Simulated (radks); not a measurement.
Results of a calculation; reference values are marked as such.
Task: The mean radii <r> (bohr) of the occupied orbitals of an atom or ion are listed with their occupations. Level of theory: scalar-relativistic Kohn-Sham, PBE, spin-unpolarised, spherical densities, point nucleus (a radial shooting solver on a logarithmic mesh with Libxc functionals).

orbital  occ.      <r>
1s          2  0.02074
2s          2  0.08809
2p          6  0.07807
3s          2   0.2298
3p          6   0.2289
3d         10   0.2079
4s          2   0.5183
4p          6   0.5494
4d         10   0.5946
5s          2    1.251
5p          6    1.455
4f         10   0.7854

Name the element and its charge.

Result: Z = 67, holmium, charge +3: Ho3+ in [Xe] 4f10. The 1s radius gives Z: for a bare nucleus <r> = (2 gamma + 1)/(2Z) with gamma = sqrt(1 - (Z/c)^2), 0.02048 bohr for Z = 67, and screening makes it slightly larger (0.02074 here). The occupations add up to 64, and the charge is Z minus that.
